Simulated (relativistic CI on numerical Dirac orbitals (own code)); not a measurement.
## d6 in a ligand field

Computed with a parametric ligand-field model of a d^n configuration (Racah B and C, spin-orbit zeta, crystal field), exact diagonalisation.

Field parameters in Wybourne normalisation: Oh B⁴₀ = 21Dq, B⁴₄ = √(5/14) B⁴₀; Td as Oh with Dq negative (B⁴₀ = 21Dq, B⁴₄ = √(5/14) B⁴₀). The field is a parameter set, without covalency.

Problem. Lowest levels for B = 420, C = 1630, ζ = 700 cm⁻¹, Oh, 10Dq = 20250 cm⁻¹?

Solution. A1 0 (S 0.02), E 15326 (S 1.00), T2 15382 (S 1.00), T1 15802 (S 1.01), A1 16148 (S 1.01), T1 18159 (S 0.86), E 18499 (S 1.01), T2 18915 (S 1.00), A2 19148 (S 1.00) cm⁻¹, with S from ⟨S²⟩ = S(S + 1). The ground level has 0.03 electrons in the cubic e pair.

Problem. Lowest levels for B = 930, C = 4080, ζ = 480 cm⁻¹, Oh, 10Dq = 18050 cm⁻¹?

Solution. A1 0 (S 0.06), T2 1441 (S 2.00), E 1644 (S 1.99), T1 1668 (S 2.00), A1 1942 (S 1.98), T1 1979 (S 1.99), T2 2010 (S 1.99), E 6837 (S 1.01), T2 6879 (S 1.01) cm⁻¹, with S from ⟨S²⟩ = S(S + 1). The ground level has 0.10 electrons in the cubic e pair.

Problem. Lowest levels for B = 430, C = 1520, ζ = 3950 cm⁻¹, Oh, 10Dq = 33800 cm⁻¹?

Solution. A1 0 (S 0.15), E 27033 (S 1.03), T2 27951 (S 0.98), T1 28093 (S 0.87), A1 33286 (S 1.02), T1 33572 (S 0.94), E 34811 (S 1.00), T2 35816 (S 1.01), T1 36283 (S 0.57) cm⁻¹, with S from ⟨S²⟩ = S(S + 1). The ground level has 0.09 electrons in the cubic e pair; its S is far from a half-integer, so spin-orbit coupling mixes spin states.

Problem. Lowest levels for B = 1010, C = 4520, ζ = 680 cm⁻¹, Td, 10Dq = -2400 cm⁻¹?

Solution. A1 0 (S 2.00), T1 48 (S 2.00), E 96 (S 2.00), T2 177 (S 2.00), A2 269 (S 2.00), T2 2186 (S 2.00), T1 2545 (S 2.00), E 2619 (S 2.00), T2 3017 (S 2.00) cm⁻¹, with S from ⟨S²⟩ = S(S + 1). The ground level has 2.93 electrons in the cubic e pair.

Problem. Lowest levels for B = 960, C = 4540, ζ = 250 cm⁻¹, Oh, 10Dq = 32950 cm⁻¹?

Solution. A1 0 (S 0.00), E 20216 (S 1.00), T2 20217 (S 1.00), T1 20383 (S 1.00), A1 20474 (S 1.00), T1 26410 (S 1.11), E 26428 (S 1.11), T2 26602 (S 1.18), A2 26756 (S 1.00) cm⁻¹, with S from ⟨S²⟩ = S(S + 1). The ground level has 0.04 electrons in the cubic e pair.
